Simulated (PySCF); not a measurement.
GeH7NOSi, SMILES [OH][GeH2][NH][SiH3]. Coordinates come from a PBE-D3(BJ)/def2-SVP optimisation. This is a generated structure with no PubChem entry under its InChIKey; it may be hypothetical. One conformer was computed; it need not be the lowest.

Computed equilibrium geometry at PBE-D3(BJ)/def2-SVP (PySCF confirms it by a frequency run) as a Z-matrix (one conformer of several):
```
N
H 1 1.0255
Si 1 1.7498 2 117.14
H 3 1.5037 1 106.65 2 178.10
H 3 1.5078 4 109.45 1 121.15
H 3 1.5106 4 108.43 5 116.26
Ge 1 1.8489 2 114.02 3 -171.96
O 7 1.8038 1 112.18 2 70.28
H 8 0.9754 7 110.70 1 60.07
H 7 1.5439 8 102.13 9 177.84
H 7 1.5513 10 115.55 8 -121.37
```
Charge 0, spin multiplicity 1.
